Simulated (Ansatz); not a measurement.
## Li⁺ ··· CH4

The pair of Li⁺ (SMILES [Li+], atom 1) and CH4 (SMILES C, atoms 2–6), both closed shells, in one local arrangement (a lower one may exist), relaxed at PBE0-D4/def2-TZVP:

```xyz
6
angstrom
Li 0.0043 0.0600 -1.8030
C -0.0008 -0.0108 0.3217
H -1.0550 -0.0554 0.0201
H 0.4801 0.9392 0.0558
H 0.5743 -0.8869 -0.0037
H -0.0029 -0.0461 1.4092
```

Computed with Ansatz 0.2.0 (basis: def2-TZVPPD, with def2-QZVPPD for the basis limit); correlated methods freeze the cores. The outer core shell of Li, Na, Mg and K is correlated. B3LYP uses VWN-RPA correlation. Extrapolation: Hartree–Fock as exp(−7.88 √X), correlation as X^−2.97. Interaction energies count from these two fragments, frozen as in the pair, with the counterpoise correction; negative means bound.

(1) What is the interaction energy by CCSD(T) at an estimated basis limit (MP2 extrapolated from triple and quadruple zeta, plus CCSD(T) − MP2 in triple zeta)? (To be estimated.)

T1 diagnostic: at most 0.008.

Results:

(1) Computed: -56.7 kJ/mol. Hartree–Fock alone gives -52.8 kJ/mol at the basis limit. It counts from the two fragments frozen as in the pair.

The same quantity by other methods in triple zeta, and each one's difference from that estimate:
| method | E_int (kJ/mol) | difference |
| --- | --- | --- |
| PBE-D4 | -62.9 | -6.2 |
| revPBE-D4 | -59.3 | -2.6 |
| BLYP-D4 | -60.2 | -3.4 |
| r2SCAN-D4 | -56.5 | 0.2 |
| B97M-V | -56.1 | 0.6 |
| PBE0-D4 | -62.3 | -5.6 |
| B3LYP-D4 | -60.9 | -4.2 |
| HSE06-D4 | -62.3 | -5.6 |
| wB97X-V | -58.9 | -2.2 |
| wB97M-V | -59.2 | -2.5 |
| B2PLYP | -58.7 | -2.0 |
| HF | -51.5 | 5.3 |
| MP2 | -54.2 | 2.5 |
| CCSD | -53.7 | 3.1 |
| CCSD(T) | -53.9 | 2.9 |
Differences are method less estimate.

Energy to bend the free fragments (PBE0-D4 minima) into their shapes in the pair, CCSD(T)/def2-TZVPPD: CH4 4.4 kJ/mol. This must be added to the interaction energy to get the binding energy from relaxed fragments.

Basis-set superposition shift (counterpoise-corrected less uncorrected): CCSD(T) 1.0; MP2 0.9; HF 0.0; PBE0-D4 0.1; wB97M-V 0.3 kJ/mol.

For scale, one of the runs: CCSD(T)/def2-TZVPPD, 127 basis functions, launched by `ansatz run in.yaml --threads 2 --pin off --events-out ev --progress --plain --max-ram 5222MiB`. Time: 2 s of wall clock on 2 CPU threads; the host was shared. Peak host memory: 0.74 GiB.
